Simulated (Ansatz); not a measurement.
Calculated with Ansatz (gas phase, PBE0-D4/def2-TZVP geometries, no zero-point term in ΔE). CBS: MP2 limit from def2 TZ/QZ plus the TZ coupled-cluster correction, frozen cores. This one scheme is used for every species. DFT in def2-TZVPP. Elements past krypton have def2 core potentials. For I outer-core shells are correlated without core-valence functions, which leaves a few kJ/mol of doubt a bond. One conformer a species, not always the lowest.

`O=COCS` + HI → `O=COCI` + H₂S  (substitution at a C–S bond)

| level | ΔE (kJ/mol) |
| --- | --- |
| LDA (SPW92) | 3.8 |
| B97M-V | 1.3 |
| PBE0-D4 | 0.6 |
| PBE-QIDH | 1.2 |
| revPBE | -1.3 |
| LC-ωPBE | 8.4 |
| MP2/def2-SVP | 4.6 |
| CCSD/def2-SVP | 7.8 |

Q: What does CCSD(T)/CBS give? (An estimate is asked.)

A: The calculation gave: -5.5 kJ/mol. The listed levels differ from it by 9.3, 6.8, 6.1, 6.7, 4.2, 13.9, 10.1, 13.3 kJ/mol.

Largest T1 diagnostic among the species: 0.015.

From BLYP to BHLYP (50 % exact exchange), in def2-TZVPP and without D4, ΔE moves by +6.4 kJ/mol. In def2-TZVPP, CCSD(T) changes the Hartree–Fock value by −9.4 kJ/mol (the triples alone add −2.3 kJ/mol) and MP2 by −12.6 kJ/mol.
